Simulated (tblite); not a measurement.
Isomers of C6H11FOSi. Computed with GFN2-xTB (tblite): harmonic, unscaled wavenumbers at the GFN2-xTB geometry, gas phase. This tight-binding method is rough: wavenumbers can miss measured ones by several per cent, in bad cases by 10 to 20. Modes of hydrogen on silicon can be 10 to 20 % off. One conformer each.

Electronic energies: GFN2-xTB at the same geometries; isomer energies are rough at this level and their order can be wrong.

```
                        SMILES  electronic energy, lowest = 0 (kJ/mol)
C[C@@H]1CC[C@@]1([SiH3])C(=O)F                                     0.0
           CO[SiH2]C/C=C\C=C\F                                    23.4
    C=C(C)[SiH2][C@H](F)C(C)=O                                   131.7
C[C@]1(C(=O)F)C[C@H]([SiH3])C1                                    21.1
```

**Question.** How do GFN2-xTB zero-point energies change the relative energies?

**Answer.** 
```
                        SMILES  ZPE (kJ/mol)  of it from modes above 1550 cm⁻¹  electronic (kJ/mol)  with ZPE, lowest = 0 (kJ/mol)  lowest mode (cm⁻¹)  rings
C[C@@H]1CC[C@@]1([SiH3])C(=O)F         400.9                             196.2                  0.0                            0.0                  51      1
C[C@]1(C(=O)F)C[C@H]([SiH3])C1         399.7                             195.9                 21.1                           19.8                  31      1
           CO[SiH2]C/C=C\C=C\F         398.0                             209.5                 23.4                           20.5                  22      0
    C=C(C)[SiH2][C@H](F)C(C)=O         395.3                             211.1                131.7                          126.1                  30      0
```

The zero-point energies span 5.6 kJ/mol, from `C=C(C)[SiH2][C@H](F)C(C)=O` to `C[C@@H]1CC[C@@]1([SiH3])C(=O)F`. The order is unchanged.

**Question.** What do entropy and thermal enthalpy add at 298.15 K and 1 bar (rigid rotor, harmonic oscillator, one conformer each)?

**Answer.** 
| SMILES | point group | symmetry number | S (J/(mol K)) | H − H(0) (kJ/mol) | ZPE + H − H(0) − TS (kJ/mol) |
| --- | --- | --- | --- | --- | --- |
| C[C@@H]1CC[C@@]1([SiH3])C(=O)F | C1 | 1 | 423.3 | 30.75 | 305.5 |
| C[C@]1(C(=O)F)C[C@H]([SiH3])C1 | C1 | 1 | 435.0 | 31.04 | 301.0 |
| C=C(C)[SiH2][C@H](F)C(C)=O | C1 | 1 | 464.4 | 34.81 | 291.7 |

Not tabulated: `CO[SiH2]C/C=C\C=C\F` (lowest mode only 22 cm⁻¹).
